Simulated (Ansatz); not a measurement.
## Which method gave which barrier?

Saddle point of CH8GeO, closed shell (CH₆Ge ([CH3][GeH3]) + H₂O → CH₆GeO ([CH3][GeH2][OH]) + H₂; bonds formed: Ge1–O7, H2–H6; bonds broken: Ge1–H2, H6–O7), PBE0-D4/def2-TZVP structure:

```
11
angstrom
Ge -0.4442 -0.2030 -0.4301
H 1.3600 0.2043 -0.9583
H -0.4750 -1.0886 -1.6925
H -1.9301 0.2339 -0.2299
C 0.1677 -1.0063 1.2292
H 0.9366 1.2170 -0.8790
O 0.0075 1.7807 -0.5127
H -0.6196 -1.6325 1.6526
H 1.0658 -1.5974 1.0567
H 0.3992 -0.2093 1.9372
H -0.4678 2.3013 -1.1730
```

Computed with Ansatz 0.2.0 (basis: def2-TZVPP, with def2-QZVPP for the basis limit); correlated methods freeze the cores. Filled d shells of the heavier atoms are correlated. The def2 sets are not built for correlating such inner shells, so the correlated values are less sure here. B3LYP uses VWN-RPA correlation. Extrapolation: Hartree–Fock as exp(−7.88 √X), correlation as X^−2.97. Four methods, as single points on the PBE0-D4 structures, gave these electronic barriers from the start structure: 40.53, 46.48, 51.29, 62.04 kcal/mol.

(1) The methods were, in alphabetical order, B3LYP-D4, BHLYP-D4, HF, PBE-D4. Which gave which? (Judge from chemistry; the calculation decides.)

The T1 diagnostic stays at or below 0.013.

Answers

(1) The calculation gives: PBE-D4 40.53; B3LYP-D4 46.48; BHLYP-D4 51.29; HF 62.04 kcal/mol. For comparison, CCSD(T) at an estimated basis limit (MP2 extrapolated from triple and quadruple zeta, plus CCSD(T) − MP2 in triple zeta) gives 50.02 kcal/mol.

Labels in which every atom is bracketed show which atoms are joined, not bond orders.

For scale, one of the runs: CCSD(T)/def2-TZVPP, 222 basis functions, launched by `ansatz run in.yaml --threads 4 --pin off --events-out ev --progress --plain --max-ram 9574MiB`. The run took 74 s on 4 CPU threads of an Arm Neoverse V2 (shared host), with 3.6 GiB of host memory at its peak.
